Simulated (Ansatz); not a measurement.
`BCl` + `[OH][GeH2][F]` → `B[O][GeH2][F]` + HCl at 298.15 K and 1 bar (ligand exchange at a B–Cl bond).

Gas-phase electronic energies from Ansatz, PBE0-D4/def2-TZVP geometries. CCSD(T)/CBS is the MP2 limit (def2-TZVPP, def2-QZVPP) plus CCSD(T) − MP2 in def2-TZVPP, frozen cores. This one scheme is used for every species. For Ge outer-core shells are correlated without core-valence functions, which leaves a few kJ/mol of doubt a bond. Scalar relativity is left out up to krypton. One conformer a species, not always the lowest.

| species | CCSD(T)/CBS energy (Eh) | H − E (kJ/mol) | S (J/(mol·K)) |
| --- | --- | --- | --- |
| `BCl` | -485.78909 | 65.8 | 234.3 |
| `[OH][GeH2][F]` | -2252.93819 | 98.4 | 291.4 |
| `B[O][GeH2][F]` | -2278.36226 | 133.4 | 327.3 |
| HCl | -460.38127 | 26.6 | 186.8 |

H − E and S are ideal-gas, rigid-rotor, harmonic terms from PBE0-D4/def2-TZVP, for one conformer and one mirror image of each species. 1 Eh = 2625.50 kJ/mol, R = 8.31446 J/(mol·K).

Task: By hand: ΔE, ΔH, ΔS and ΔG.

Result: ΔE = (-2278.36226) + (-460.38127) − (-485.78909) − (-2252.93819) = -0.01625 Eh = -42.7 kJ/mol. Δ(H − E) = 133.4 + 26.6 − 65.8 − 98.4 = -4.2, so ΔH = -46.9 kJ/mol. ΔS = 327.3 + 186.8 − 234.3 − 291.4 = -11.6 J/(mol·K). ΔG = -46.9 − 298.15 × (-11.6)/1000 = -43.4 kJ/mol.

Task: By hand: the equilibrium constant, and the temperature at which ΔG would vanish if ΔH and ΔS stayed fixed.

Result: log₁₀ K = −ΔG/(RT ln 10) = 7.6. ΔG = 0 at ΔH/ΔS = 4043 K, far beyond where these terms or the molecules hold.

The number of gas molecules stays the same, so ΔS is small and ΔH decides. A doubt of 5 kJ/mol in ΔE shifts log₁₀ K by 0.9 here. Other conformers and mirror images would add mixing entropy, several J/(mol·K) or more a flexible species. Modes under 60 cm⁻¹, often nearly free rotors, make the harmonic entropy too high. These are equilibria of isolated gas molecules and say nothing of rates. Largest T1 diagnostic: 0.013 (customary marks: 0.02 for closed shells, 0.045 for open ones).
